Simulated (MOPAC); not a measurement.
Input file for MOPAC: AM1 on BiH3Te2 (SMILES [TeH][BiH][TeH]), a point of a torsion scan.

```
AM1 1SCF PRECISE CHARGE=0 THREADS=1
BiH3Te2

Te    -2.41694181 1     0.72996726 1     0.49598961 1
Bi     0.37600024 1     0.85447513 1     0.77105230 1
Te     0.33358047 1     0.52036247 1     3.55588368 1
H     -2.38349707 1     1.72773889 1    -0.82889091 1
H      0.49900902 1    -0.93450575 1     0.65359258 1
H      0.73940509 1     2.10750608 1     3.81156540 1
```

It printed:

```
*******************************************************************************
 **                                                                           **
 **                              MOPAC v23.2.5                                **
 **                                                                           **
 *******************************************************************************
 ** MOPAC's Digital Object Identifier: https://doi.org/10.5281/zenodo.6511958 **
 **                                                                           **
 ** Please cite the open-source release paper for use of this MOPAC version:  **
 ** J. E. Moussa and J. J. P. Stewart (2026)                                  **
 ** MOPAC: An open-source semiempirical molecular orbital program             **
 ** J. Open Source Softw., 11(119), 8025, https://doi.org/10.21105/joss.08025 **
 *******************************************************************************

                              AM1 CALCULATION RESULTS

 *******************************************************************************
 *  AM1        - The AM1 Hamiltonian to be used
 *
 *
 *
 *                 CHARGE ON SYSTEM = 0
 *
 *
 *
 *  PRECISE    - TIGHTER CRITERIA TO BE USED
 *  1SCF       - DO 1 SCF AND THEN STOP
 *  THREADS=1  - MULTI-THREADING NOT USED
 *  T=         - A TIME OF 172800.0 SECONDS REQUESTED
 *  DUMP=N     - RESTART FILE WRITTEN EVERY 7200.0 SECONDS REQUESTED
 *******************************************************************************
AM1 1SCF PRECISE CHARGE=0 THREADS=1
 BiH3Te2

   ATOM   CHEMICAL          X               Y               Z
  NUMBER   SYMBOL      (ANGSTROMS)     (ANGSTROMS)     (ANGSTROMS)

     1      Te         -2.41694181  *   0.72996726  *   0.49598961  *
     2      Bi          0.37600024  *   0.85447513  *   0.77105230  *
     3      Te          0.33358047  *   0.52036247  *   3.55588368  *
     4       H         -2.38349707  *   1.72773889  *  -0.82889091  *
     5       H          0.49900902  *  -0.93450575  *   0.65359258  *
     6       H          0.73940509  *   2.10750608  *   3.81156540  *



          CARTESIAN COORDINATES

    NO.       ATOM           X           Y           Z

     1        Te         -2.4169      0.7300      0.4960
     2        Bi          0.3760      0.8545      0.7711
     3        Te          0.3336      0.5204      3.5559
     4         H         -2.3835      1.7277     -0.8289
     5         H          0.4990     -0.9345      0.6536
     6         H          0.7394      2.1075      3.8116

  H: (AM1): M.J.S. DEWAR ET AL, J. AM. CHEM. SOC. 107 3902-3909 (1985)
 Te: (AM1): J. J. P. STEWART, J. MOL. MOD., 10, 155-164 (2004)
 Bi: (AM1): J. J. P. STEWART, J. MOL. MOD., 10, 155-164 (2004)

           Empirical Formula: H3 Te2 Bi  =     6 atoms



      MOLECULAR POINT GROUP   :   C1


      RHF CALCULATION, NO. OF DOUBLY OCCUPIED LEVELS = 10


 -------------------------------------------------------------------------------
 AM1 1SCF PRECISE CHARGE=0 THREADS=1
 BiH3Te2



     1SCF WAS SPECIFIED, SO BFGS WAS NOT USED
     SCF FIELD WAS ACHIEVED


                              AM1 CALCULATION
                                                       MOPAC v23.2.5 Linux




          FINAL HEAT OF FORMATION =        147.91865 KCAL/MOL =     618.89163 KJ/MOL


          COSMO AREA              =        160.28 SQUARE ANGSTROMS
          COSMO VOLUME            =        166.52 CUBIC ANGSTROMS

          IONIZATION POTENTIAL    =          7.505531 EV
          HOMO LUMO ENERGIES (EV) =         -7.506 -4.182
          NO. OF FILLED LEVELS    =         10
          MOLECULAR WEIGHT        =        467.2041         POINT GROUP:  C1

          MOLECULAR DIMENSIONS (Angstroms)

            Atom       Atom       Distance
            H     6    H     4     5.60630
            H     4    H     5     3.24945
           Bi     2   Te     1     1.89805


          SCF CALCULATIONS        =          1





   ATOM   CHEMICAL          X               Y               Z
  NUMBER   SYMBOL      (ANGSTROMS)     (ANGSTROMS)     (ANGSTROMS)

     1      Te         -2.41694181  *   0.72996726  *   0.49598961  *
     2      Bi          0.37600024  *   0.85447513  *   0.77105230  *
     3      Te          0.33358047  *   0.52036247  *   3.55588368  *
     4       H         -2.38349707  *   1.72773889  *  -0.82889091  *
     5       H          0.49900902  *  -0.93450575  *   0.65359258  *
     6       H          0.73940509  *   2.10750608  *   3.81156540  *

                             CARTESIAN COORDINATES

   1   Te       -2.416941810     0.729967260     0.495989610
   2   Bi        0.376000240     0.854475130     0.771052300
   3   Te        0.333580470     0.520362470     3.555883680
   4    H       -2.383497070     1.727738890    -0.828890910
   5    H        0.499009020    -0.934505750     0.653592580
   6    H        0.739405090     2.107506080     3.811565400


           Empirical Formula: H3 Te2 Bi  =     6 atoms



      MOLECULAR POINT GROUP   :   C1


                  EIGENVALUES
 -25.54152 -25.31507 -18.92031 -12.30757 -11.79243  -9.75909  -8.96922  -8.49330
  -8.04598  -7.50553  -4.18172  -0.90473  -0.09241   0.09877   0.30204


              NET ATOMIC CHARGES AND DIPOLE CONTRIBUTIONS

  ATOM NO.   TYPE          CHARGE      No. of ELECS.   s-Pop       p-Pop
    1         Te          -0.131023        6.1310     1.94304     4.18798
    2         Bi           0.872963        4.1270     1.99949     2.12755
    3         Te          -0.061402        6.0614     1.94392     4.11748
    4          H           0.027228        0.9728     0.97277
    5          H          -0.639408        1.6394     1.63941
    6          H          -0.068358        1.0684     1.06836
 DIPOLE           X         Y         Z       TOTAL
 POINT-CHG.     0.912     5.374    -1.495     5.652
 HYBRID         0.535     1.739    -0.855     2.010
 SUM            1.447     7.113    -2.350     7.630


          ATOMIC ORBITAL ELECTRON POPULATIONS

     Atom    s        px        py        pz
    1 Te   1.94304   1.98114   1.16618   1.04065
    2 Bi   1.99949   1.02220   0.28294   0.82241
    3 Te   1.94392   1.18130   1.00747   1.92871
    4  H   0.97277
    5  H   1.63941
    6  H   1.06836

 **********************
 *                    *
 * JOB ENDED NORMALLY *
 *                    *
 **********************




 == MOPAC DONE ==
```

The run finished.

Cost: very roughly 0.03 core-seconds.
